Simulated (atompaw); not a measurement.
**Before and after: PAW (atompaw) potential for chlorine (Cl)**

chlorine (Cl), PAW, made with atompaw 4.2.0.5 (LDA (PW92), scalar-relativistic). Core [Ne], reference 3s2 3p3 (charge +2). Waves: 3s (bound): rc 1.45 bohr; 3s channel at -0.4 Ry: rc 1.45 bohr; 3p (bound): rc 1.45 bohr; 3p channel at 2.65 Ry: rc 1.45 bohr; 3d channel at 0.1 Ry: rc 1.45 bohr. Local part: bessel scheme, radius 1.40 bohr. Core correction: smooth core density matched at 0.90 bohr. Augmentation charge: sinc compensation charge, radius 1.10 bohr; PAW radius 1.45 bohr; waves and projectors: custom rrkj vanderbiltortho.

All-electron outer shells of the reference configuration (LDA (PW92), scalar-relativistic, ld1.x):

```json
{"shell": "3s", "level (eV)": "-44.87", "outermost node (bohr)": "0.55", "outermost maximum (bohr)": "1.24"}
{"shell": "3p", "level (eV)": "-31.76", "outermost node (bohr)": "0.53", "outermost maximum (bohr)": "1.34"}
```

Change: all radii scaled by about 0.77 (s 1.12, p 1.12, d 1.12 bohr); local potential bessel scheme, radius 1.08 bohr; augmentation sinc compensation charge, radius 0.84 bohr; PAW radius 1.12 bohr; waves and projectors: custom rrkj vanderbiltortho; core correction smooth core density matched at 0.70 bohr.

Cutoffs: the cutoffs (Ry, on a coarse ladder) from which the occupation-weighted sum of valence levels, in a spherical-Bessel basis at the reference potential, stays within 10 and 1 mRy of its value at 400 Ry; they do not see the model core or the augmentation charge, which bear on the density cutoff.

Problem. What does the change do?

Solution. The potential gets harder (25 Ry and 40 Ry → 35 Ry and 70 Ry); neither file shows a bound ghost. A smaller radius makes the pseudo-wave follow the all-electron one further in, where it bends more sharply, so more plane waves are needed.

```tsv
quantity	base	changed
cutoff, loose	25 Ry	35 Ry
cutoff, tight	40 Ry	70 Ry
loose cutoff by channel (10 mRy a level)	s 8 Ry, p 21 Ry	s 30 Ry, p 15 Ry
bound ghosts	none	none
lowest overlap eigenvalue by channel	s 0.44, p 0.75, d 1.00	s 0.53, p 0.72, d 1.00
```

 The cutoffs see the waves, projectors and local potential, not the compensation charge or the core.
